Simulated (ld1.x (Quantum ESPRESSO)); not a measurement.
Values are calculated unless marked as measured or tabulated.
Potentials for P (Z = 15) compared

Generated with ld1.x 7.5 (TM, RRKJ, ultrasoft, PAW), atompaw 4.2 or ONCVPSP 4.0.1. The cutoff is in Ry: for ld1.x and atompaw files where the sum of valence levels is converged to 10 mRy in a Bessel basis, for ONCV files where the hardest occupied wave has 1 mHa per electron of residual kinetic energy. The error is the largest all-electron minus pseudo excitation energy over each file’s own four to seven test configurations (ionisations up to +4, promotions, holes and added fractions of an electron), all of which were solved. The labels leave out finer settings (local radius, basis sizes, second energies), which also bear on the numbers. Spin-polarised tests are not counted. The rows are a selection from randomly drawn settings: files with unsolved tests, undetermined cutoffs or missed reference levels are left out.

```csv
potential,cutoff (Ry),largest error (meV),bound ghosts
"TM, PBE, scalar-relativistic, rc 1.25/1.45 (sp), local smoothed, core correction yes, reference 3s1 3p4",40,+346,none
"RRKJ, LDA (PZ), scalar-relativistic, rc 1.50/1.65 (sp), local smoothed, core correction yes, reference 3s2 3p1",45,+155,none
"TM, LDA (PZ), non-relativistic, rc 1.45/1.85/1.95 (spd), local d, core correction yes, reference 3s2 3p3",21,+227,none
```

**Question.** Fill in the row for P: TM, Wu–Cohen, scalar-relativistic, rc 1.15/1.75/1.55 (spd), local p, core correction no, reference 3s2 3p3.

**Answer.** cutoff 55 Ry, largest error +114 meV, bound ghosts: none.

**Question.** Fill in the row for P: TM, PBE, non-relativistic, rc 1.25/2.00/1.50 (spd), local s, core correction yes, reference 3s2 3p2.5.

**Answer.** cutoff 45 Ry, largest error +50 meV, bound ghosts: none.

**Question.** Fill in the row for P: TM, PBE, scalar-relativistic, rc 1.70/1.40/1.55 (spd), local d, core correction yes, reference 3s2 3p3.

**Answer.** cutoff 35 Ry, largest error +229 meV, bound ghosts: none.
